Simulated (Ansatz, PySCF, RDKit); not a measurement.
Noncovalent pair: HF (SMILES F) (first 2 atoms) with H2 (SMILES [H][H]); geometry from B3LYP-D3(BJ)/def2-TZVP.
(charge 0, multiplicity 1):
```xyz
4

F     -0.08210     0.19386    -0.50397
H     -0.06940     0.09894     0.41765
H     -0.09103    -0.45966     2.30920
H      0.00800     0.27668     2.37974
```

Interaction energies are E(AB) − E(A) − E(B) at the monomers' geometry in the complex; basis-set methods are counterpoise corrected. RDKit's UFF carries no charges.

Correlated levels freeze the cores. Rows in 6-31G* carry no dispersion term and start afresh at each structure (6-31G* with six Cartesian d functions).

Programs: Ansatz (Gaussian orbitals); PySCF for 6-31G* rows; RDKit for the force fields. 

Task: Give the interaction energy at the level B3LYP/6-31G*.

Result: -0.1 kcal/mol

Task: What interaction energy does MP2/aug-cc-pVDZ give?

Result: -0.8 kcal/mol

Task: Predict the interaction energy from UFF.

Result: 6.7 kcal/mol

Ansatz is a program for electronic structure.
